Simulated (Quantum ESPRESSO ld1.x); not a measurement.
Rh26+, configuration [Ar] 3d1. All-electron calculation, Dirac Kohn-Sham, LDA (Slater exchange, Perdew-Zunger correlation), spin-unpolarised, spherical densities, point nucleus; open shells are shared between the two j in proportion to 2j + 1. Program: ld1.x of Quantum ESPRESSO 7.5.

Radial electron density D(r) = 4 pi r^2 rho(r):

| r (bohr) | D(r) (e/bohr) |
|---|---|
| 0.003007 | 7.145 |
| 0.003364 | 8.550 |
| 0.003733 | 10.07 |
| 0.004175 | 11.95 |
| 0.00467 | 14.13 |
| 0.005223 | 16.61 |
| 0.005796 | 19.20 |
| 0.006482 | 22.31 |
| 0.007251 | 25.73 |
| 0.00811 | 29.44 |
| 0.008999 | 33.10 |
| 0.01007 | 37.19 |
| 0.01126 | 41.33 |
| 0.01259 | 45.38 |
| 0.01408 | 49.17 |
| 0.01563 | 52.29 |
| 0.01748 | 55.03 |
| 0.01955 | 56.97 |
| 0.02187 | 57.96 |
| 0.02427 | 57.99 |
| 0.02714 | 57.12 |
| 0.03036 | 55.51 |
| 0.03396 | 53.51 |
| 0.03768 | 51.70 |
| 0.04214 | 50.34 |
| 0.04714 | 50.09 |
| 0.05273 | 51.35 |
| 0.0585 | 53.94 |
| 0.06544 | 58.02 |
| 0.07319 | 62.72 |
| 0.08187 | 66.96 |
| 0.09084 | 69.39 |
| 0.1016 | 69.32 |
| 0.1136 | 65.84 |
| 0.1271 | 59.11 |
| 0.1422 | 50.21 |
| 0.1578 | 41.55 |
| 0.1765 | 33.72 |
| 0.1974 | 28.97 |
| 0.2208 | 27.82 |
| 0.245 | 29.25 |
| 0.274 | 31.71 |
| 0.3065 | 33.03 |
| 0.3428 | 31.63 |
| 0.3804 | 27.64 |
| 0.4254 | 21.31 |
| 0.4758 | 14.43 |
| 0.5322 | 8.490 |
| 0.5906 | 4.529 |
| 0.6606 | 1.963 |
| 0.7388 | 0.7098 |
| 0.8264 | 0.2103 |
| 0.917 | 0.05584 |
| 1.026 | 0.01060 |
| 1.147 | 0.001541 |

D(r) has 3 maxima, at r = 0.0231, 0.0961, 0.309 bohr, and minima at 0.0457, 0.217 bohr, inside which lie 2.05, 10.60 electrons.
